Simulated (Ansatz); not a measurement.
C2H3FI2, SMILES `FC(I)CI` at its PBE0-D4/def2-TZVP geometry, where that method's forces vanish. Total charge 0; spin multiplicity 1. I takes the def2 core potential.

```xyz
8

F     0.3295   -0.2145    1.8104
C    -0.3078   -0.3214    0.6089
I    -2.2020    0.6918    0.7426
C     0.5880    0.2595   -0.4511
I    -0.0942   -0.1951   -2.4121
H    -0.5532   -1.3684    0.4336
H     1.5757   -0.1931   -0.3591
H     0.6639    1.3413   -0.3732
```

Problem. What forces (eV/Å) does PBE-D4/def2-TZVPP give on these atoms in the Gaussian-basis code of Ansatz? (Estimate.)

Solution. The calculation gave: 
```
F1   0.353  0.043  0.642
C2  -0.054 -0.083 -0.357
I3  -0.375  0.182  0.008
C4   0.021  0.032  0.071
I5  -0.096 -0.069 -0.332
H6  -0.081 -0.242 -0.055
H7   0.209 -0.090  0.010
H8   0.022  0.226  0.013
```
